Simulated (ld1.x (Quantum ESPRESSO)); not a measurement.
**zirconium (Zr): TM pseudisation with LDA (PZ), scalar-relativistic reference atom.**

Input for ld1.x (Quantum ESPRESSO) 7.5:

```
&input
   title='Zr', zed=40., rel=1, dft='PZ', iswitch=3,
   config='[Kr] 4d2 5s1.5 5p0',
   nld=3, rlderiv=3.30, eminld=-5.0, emaxld=5.0, deld=0.02
 /
 &inputp
   pseudotype=2, tm=.true., lloc=0,
   nlcc=.false.,
   file_pseudopw='Zr.UPF', file_wfcaegen='ae.wfc', file_wfcncgen='nc.wfc', file_beta='beta', file_chi='chi'
 /
3
4P  2  1   6.00   0.00  2.20  2.20  0.0
4D  3  2   2.00   0.00  2.05  2.05  0.0
5S  1  0   1.50   0.00  3.05  3.05  0.0
 &test
   configts(1)='4p6 4d2 5s1.5 5p0'
 /
```

Command:

```bash
ld1.x < Zr.in > Zr.out
```

The program printed (shortened: banner, matrices, multipoles, cross overlaps and the repeated all-electron block are left out):

```
Program LD1 v.7.5
     --------------------------- All-electron run ----------------------------

     Zr
     scalar relativistic calculation

     atomic number is 40.00
     dft =PZ   lsd =0 sic =0 latt =0  beta=0.20 tr2=1.0E-14
     Exchange-correlation= PZ
                           (   1   1   0   0   0   0   0)
     mesh =1225 r(mesh) = 100.59681 a.u. xmin = -7.00 dx = 0.01250
     1 Ry =  13.60569312 eV, c = 137.03599908

     n l     nl                  e(Ry)          e(Ha)          e(eV)
     1 0     1S 1( 2.00)     -1308.4509      -654.2255    -17802.3817
     2 0     2S 1( 2.00)      -181.5436       -90.7718     -2470.0261
     2 1     2P 1( 6.00)      -162.0486       -81.0243     -2204.7829
     3 0     3S 1( 2.00)       -29.9039       -14.9519      -406.8630
     3 1     3P 1( 6.00)       -23.5537       -11.7769      -320.4649
     4 0     4S 1( 2.00)        -4.2435        -2.1218       -57.7358
     4 1     4P 1( 6.00)        -2.6257        -1.3129       -35.7247
     3 2     3D 1(10.00)       -13.0952        -6.5476      -178.1694
     4 2     4D 1( 2.00)        -0.5021        -0.2511        -6.8320
     5 0     5S 1( 1.50)        -0.5383        -0.2692        -7.3246
     5 1     5P 1( 0.00)        -0.2866        -0.1433        -3.8989

     final scf error:  8.0E-15 reached in  38 iterations

     Etot =   -7188.974295 Ry,   -3594.487147 Ha,  -97810.978124 eV

     Ekin =    7389.629659 Ry,    3694.814829 Ha,  100541.033430 eV
     Encl =  -17308.998901 Ry,   -8654.499451 Ha, -235500.927319 eV
     Eh   =    2950.050505 Ry,    1475.025252 Ha,   40137.481863 eV
     Exc  =    -219.655557 Ry,    -109.827778 Ha,   -2988.566098 eV

     normalization and overlap integrals

     s(1S/1S) =  1.000000  <r> =   0.0371  <r2> =    0.0019  r(max) =   0.0241
     s(2S/2S) =  1.000000  <r> =   0.1628  <r2> =    0.0312  r(max) =   0.1368
     s(2P/2P) =  1.000000  <r> =   0.1418  <r2> =    0.0246  r(max) =   0.1093
     s(3S/3S) =  1.000000  <r> =   0.4594  <r2> =    0.2420  r(max) =   0.4111
     s(3P/3P) =  1.000000  <r> =   0.4628  <r2> =    0.2497  r(max) =   0.4010
     s(4S/4S) =  1.000000  <r> =   1.2117  <r2> =    1.6673  r(max) =   1.0764
     s(4P/4P) =  1.000000  <r> =   1.3685  <r2> =    2.1530  r(max) =   1.1748
     s(3D/3D) =  1.000000  <r> =   0.4528  <r2> =    0.2481  r(max) =   0.3451
     s(4D/4D) =  1.000000  <r> =   2.2145  <r2> =    6.0322  r(max) =   1.6058
     s(5S/5S) =  1.000000  <r> =   3.5308  <r2> =   14.1308  r(max) =   3.0378
     s(5P/5P) =  1.000000  <r> =   4.5422  <r2> =   23.5154  r(max) =   3.8521

     ------------------------ End of All-electron run ------------------------

     --------------------- Generating NC pseudopotential ---------------------

      Generating local pot.: lloc=0, matching radius rcloc =   3.0500

      Wfc   4P  rcut= 2.195  Using Troullier-Martins method

      Wfc   4D  rcut= 2.036  Using Troullier-Martins method

     ------------------- End of pseudopotential generation -------------------

     Computing logarithmic derivative in   3.29495
     Computing logarithmic derivative in   3.29495
     Computing the partial wave expansion
       no projector for channel:   0
     R is outside the sphere for l=    1 j= 0.00
     R is outside the sphere for l=    2 j= 0.00

     ---------------------- Testing the pseudopotential ----------------------

     Zr
     scalar relativistic calculation

     atomic number is 40.00   valence charge is 10.00
     dft =PZ   lsd =0 sic =0 latt =0  beta=0.20 tr2=1.0E-14
     mesh =1225 r(mesh) = 100.59681 xmin = -7.00 dx = 0.01250

     n l     nl             e AE (Ry)        e PS (Ry)    De AE-PS (Ry)
     2 1     4P   1( 6.00)       -2.62572       -2.62572        0.00000
     3 2     4D   1( 2.00)       -0.50215       -0.50214       -0.00000
     1 0     5S   1( 1.50)       -0.53834       -0.53835        0.00000
     3 1     5P   1( 0.00)       -0.28656       -0.24169       -0.04488  !

     eps = 6.6E-16  iter = 12

     Etot =   -7188.974295 Ry,   -3594.487147 Ha,  -97810.978124 eV
     Etotps =   -60.428975 Ry,     -30.214488 Ha,    -822.178090 eV

     Ekin =      24.121070 Ry,      12.060535 Ha,     328.183880 eV
     Encl =     -77.632927 Ry,     -38.816464 Ha,   -1056.249785 eV
     Ehrt =      45.318477 Ry,      22.659238 Ha,     616.589285 eV
     Ecxc =      -7.967443 Ry,      -3.983722 Ha,    -108.402585 eV
     Epseu=     -44.268152 Ry,     -22.134076 Ha,    -602.298885 eV

     ---------------------- End of pseudopotential test ----------------------
```

Generation and configuration tests took about 4 s on one core of a shared server CPU.

Transferability test of the new file with ld1.x, input:

```
&input
   title='Zr', zed=40., rel=1, dft='PZ', iswitch=2,
   config='[Kr] 4d2 5s1.5 5p0'
 /
 &test
   file_pseudo='Zr.UPF', nconf=10,
   configts(1)='4p6 4d2 5s1.5 5p0',
   configts(2)='4p6 4d2 5s2 5p0',
   configts(3)='4p6 4d2 5s1 5p0',
   configts(4)='4p6 4d2 5s0 5p0',
   configts(5)='4p6 4d0 5s0 5p0',
   configts(6)='4p6 4d2 5s0 5p1',
   configts(7)='4p6 4d3 5s0 5p0',
   configts(8)='4p6 4d3 5s1 5p0',
   configts(9)='4p6 4d2 5s1.5 5p0', lsdts(9)=1,
   configts(10)='4p6 4d2 5s2 5p0', lsdts(10)=1
 /
```

```bash
ld1.x < Zr.test.in > Zr.test.out
```

Pseudopotential blocks of its output, shortened (energy terms left out; the distinct warnings before each block abridged to one line each):

```
     ---------------------- Testing the pseudopotential ----------------------

     n l     nl             e AE (Ry)        e PS (Ry)    De AE-PS (Ry)
     2 1     4P   1( 6.00)       -2.62572       -2.62572        0.00000
     3 2     4D   1( 2.00)       -0.50215       -0.50214       -0.00000
     1 0     5S   1( 1.50)       -0.53834       -0.53835        0.00000
     3 1     5P   1( 0.00)       -0.28656       -0.24169       -0.04488  !

     eps = 8.9E-16  iter = 12

     Etot =   -7188.974295 Ry,   -3594.487147 Ha,  -97810.978124 eV
     Etotps =   -60.428975 Ry,     -30.214487 Ha,    -822.178089 eV

     ---------------------- End of pseudopotential test ----------------------

          ---------------------- Testing the pseudopotential ----------------------

     n l     nl             e AE (Ry)        e PS (Ry)    De AE-PS (Ry)
     2 1     4P   1( 6.00)       -2.38873       -2.39109        0.00235
     3 2     4D   1( 2.00)       -0.27465       -0.27538        0.00073
     1 0     5S   1( 2.00)       -0.33776       -0.33764       -0.00011
     3 1     5P   1( 0.00)       -0.11395       -0.08226       -0.03169  !

     eps = 4.6E-15  iter = 12

     Etot =   -7189.192687 Ry,   -3594.596343 Ha,  -97813.949498 eV
     Etotps =   -60.647381 Ry,     -30.323690 Ha,    -825.149651 eV
     dEtot_ae =      -0.218392 Ry
     dEtot_ps =      -0.218406 Ry,   Delta E=       0.000014 Ry

     ---------------------- End of pseudopotential test ----------------------

          ---------------------- Testing the pseudopotential ----------------------

     n l     nl             e AE (Ry)        e PS (Ry)    De AE-PS (Ry)
     2 1     4P   1( 6.00)       -2.88496       -2.88229       -0.00267
     3 2     4D   1( 2.00)       -0.74879       -0.74790       -0.00089
     1 0     5S   1( 1.00)       -0.75141       -0.75159        0.00018
     3 1     5P   1( 0.00)       -0.47326       -0.41458       -0.05869  !

     eps = 1.7E-15  iter = 12

     Etot =   -7188.652329 Ry,   -3594.326165 Ha,  -97806.597558 eV
     Etotps =   -60.106939 Ry,     -30.053469 Ha,    -817.796564 eV
     dEtot_ae =       0.321966 Ry
     dEtot_ps =       0.322036 Ry,   Delta E=      -0.000070 Ry

     ---------------------- End of pseudopotential test ----------------------

          Warning: n=2, l=1 expected 0 nodes, found 1
     ---------------------- Testing the pseudopotential ----------------------

     n l     nl             e AE (Ry)        e PS (Ry)    De AE-PS (Ry)
     2 1     4P   1( 6.00)       -3.45843       -3.45041       -0.00802  !
     3 2     4D   1( 2.00)       -1.28719       -1.28461       -0.00258
     1 0     5S   1( 0.00)       -1.19612       -1.19778        0.00165
     3 1     5P   1( 0.00)       -0.86332       -0.77175       -0.09157  !

     eps = 4.3E-15  iter =  8

     Etot =   -7187.679100 Ry,   -3593.839550 Ha,  -97793.356098 eV
     Etotps =   -59.132917 Ry,     -29.566458 Ha,    -804.544321 eV
     dEtot_ae =       1.295195 Ry
     dEtot_ps =       1.296058 Ry,   Delta E=      -0.000863 Ry

     ---------------------- End of pseudopotential test ----------------------

          ---------------------- Testing the pseudopotential ----------------------

     n l     nl             e AE (Ry)        e PS (Ry)    De AE-PS (Ry)
     2 1     4P   1( 6.00)       -5.35993       -5.36876        0.00883  !
     3 2     4D   1( 0.00)       -2.98237       -2.97292       -0.00945  !
     1 0     5S   1( 0.00)       -2.44468       -2.44701        0.00232
     3 1     5P   1( 0.00)       -1.97404       -1.73707       -0.23696  !

     eps = 4.7E-17  iter =  7

     Etot =   -7183.475098 Ry,   -3591.737549 Ha,  -97736.157735 eV
     Etotps =   -54.933301 Ry,     -27.466651 Ha,    -747.405640 eV
     dEtot_ae =       5.499197 Ry
     dEtot_ps =       5.495674 Ry,   Delta E=       0.003524 Ry

     ---------------------- End of pseudopotential test ----------------------

          ---------------------- Testing the pseudopotential ----------------------

     n l     nl             e AE (Ry)        e PS (Ry)    De AE-PS (Ry)
     2 1     4P   1( 6.00)       -2.96901       -3.01040        0.04139  !
     3 2     4D   1( 2.00)       -0.82003       -0.85845        0.03842  !
     1 0     5S   1( 0.00)       -0.80035       -0.82747        0.02711  !
     3 1     5P   1( 1.00)       -0.51742       -0.47715       -0.04027  !

     eps = 2.2E-15  iter = 12

     Etot =   -7188.372146 Ry,   -3594.186073 Ha,  -97802.785476 eV
     Etotps =   -59.764407 Ry,     -29.882204 Ha,    -813.136184 eV
     dEtot_ae =       0.602148 Ry
     dEtot_ps =       0.664568 Ry,   Delta E=      -0.062419 Ry

     ---------------------- End of pseudopotential test ----------------------

          ---------------------- Testing the pseudopotential ----------------------

     n l     nl             e AE (Ry)        e PS (Ry)    De AE-PS (Ry)
     2 1     4P   1( 6.00)       -2.69974       -2.68097       -0.01877  !
     3 2     4D   1( 3.00)       -0.61672       -0.61112       -0.00560  !
     1 0     5S   1( 0.00)       -0.67863       -0.68189        0.00326
     3 1     5P   1( 0.00)       -0.41910       -0.37224       -0.04686  !

     eps = 8.3E-15  iter = 11

     Etot =   -7188.618710 Ry,   -3594.309355 Ha,  -97806.140141 eV
     Etotps =   -60.068037 Ry,     -30.034019 Ha,    -817.267283 eV
     dEtot_ae =       0.355585 Ry
     dEtot_ps =       0.360938 Ry,   Delta E=      -0.005352 Ry

     ---------------------- End of pseudopotential test ----------------------

          ---------------------- Testing the pseudopotential ----------------------

     n l     nl             e AE (Ry)        e PS (Ry)    De AE-PS (Ry)
     2 1     4P   1( 6.00)       -2.24723       -2.23560       -0.01163  !
     3 2     4D   1( 3.00)       -0.18285       -0.17961       -0.00324
     1 0     5S   1( 1.00)       -0.29660       -0.29870        0.00210
     3 1     5P   1( 0.00)       -0.09365       -0.07005       -0.02360  !

     eps = 8.5E-16  iter = 12

     Etot =   -7189.102683 Ry,   -3594.551342 Ha,  -97812.724938 eV
     Etotps =   -60.554692 Ry,     -30.277346 Ha,    -823.888557 eV
     dEtot_ae =      -0.128388 Ry
     dEtot_ps =      -0.125717 Ry,   Delta E=      -0.002671 Ry

     ---------------------- End of pseudopotential test ----------------------

          ---------------------- Testing the pseudopotential ----------------------

     n l     nl             e AE (Ry)        e PS (Ry)    De AE-PS (Ry)
     2 1     4P   1( 3.00)       -2.65350       -2.65878        0.00528  !
     3 2     4D   1( 2.00)       -0.53610       -0.53882        0.00272
     1 0     5S   1( 1.00)       -0.56440       -0.56538        0.00099
     3 1     5P   1( 0.00)       -0.30314       -0.25405       -0.04909  !
     2 1     4P   2( 3.00)       -2.57813       -2.56493       -0.01320  !
     3 2     4D   2( 0.00)       -0.44847       -0.44058       -0.00789  !
     1 0     5S   2( 0.50)       -0.49742       -0.49459       -0.00283
     3 1     5P   2( 0.00)       -0.26062       -0.22132       -0.03930  !

     eps = 8.7E-15  iter = 20

     Etot =   -7189.025735 Ry,   -3594.512868 Ha,  -97811.678010 eV
     Etotps =   -60.486180 Ry,     -30.243090 Ha,    -822.956408 eV
     dEtot_ae =      -0.051441 Ry
     dEtot_ps =      -0.057205 Ry,   Delta E=       0.005765 Ry

     ---------------------- End of pseudopotential test ----------------------

          ---------------------- Testing the pseudopotential ----------------------

     n l     nl             e AE (Ry)        e PS (Ry)    De AE-PS (Ry)
     2 1     4P   1( 3.00)       -2.41402       -2.42194        0.00791  !
     3 2     4D   1( 2.00)       -0.30288       -0.30628        0.00341
     1 0     5S   1( 1.00)       -0.35469       -0.35557        0.00087
     3 1     5P   1( 0.00)       -0.12235       -0.08782       -0.03453  !
     2 1     4P   2( 3.00)       -2.34443       -2.33436       -0.01008  !
     3 2     4D   2( 0.00)       -0.23161       -0.22591       -0.00570  !
     1 0     5S   2( 1.00)       -0.31355       -0.31157       -0.00198
     3 1     5P   2( 0.00)       -0.10256       -0.07477       -0.02780  !

     eps = 5.8E-15  iter = 21

     Etot =   -7189.228197 Ry,   -3594.614098 Ha,  -97814.432634 eV
     Etotps =   -60.687481 Ry,     -30.343741 Ha,    -825.695247 eV
     dEtot_ae =      -0.253902 Ry
     dEtot_ps =      -0.258506 Ry,   Delta E=       0.004605 Ry

     ---------------------- End of pseudopotential test ----------------------
```
